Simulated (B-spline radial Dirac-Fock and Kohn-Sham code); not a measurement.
## Relativistic shifts of the levels of Er⁴⁰⁺

System: Er⁴⁰⁺, 1s2 2s2 2p6 3s2 3p6 3d10.

Both columns are ΔSCF binding energies of the configuration average from an atomic code on a B-spline grid: non-relativistic Hartree-Fock with a point nucleus, and Dirac-Fock with a finite nucleus and the Coulomb interaction alone, averaged over the two j levels with weights 2j+1.

| shell | Hartree-Fock (eV) | Dirac-Fock (eV) | shift (eV) | shift (%) |
| --- | --- | --- | --- | --- |
| 1s | 55705.8 | 59631.7 | +3925.96 | +7.05 |
| 2s | 10583.3 | 11625.7 | +1042.39 | +9.85 |
| 2p | 10173.2 | 10526.9 | +353.79 | +3.48 |
| 3s | 3687.8 | 3960.1 | +272.34 | +7.38 |
| 3p | 3504.9 | 3615.0 | +110.16 | +3.14 |
| 3d | 3175.4 | 3176.8 | +1.37 | +0.04 |

Relativity binds 1s, 2s, 2p, 3s, 3p, 3d more strongly, among those listed most of all 2s in relative terms.

Values without a named source are computed, but for edge energies of neutral atoms, which are taken from tables.
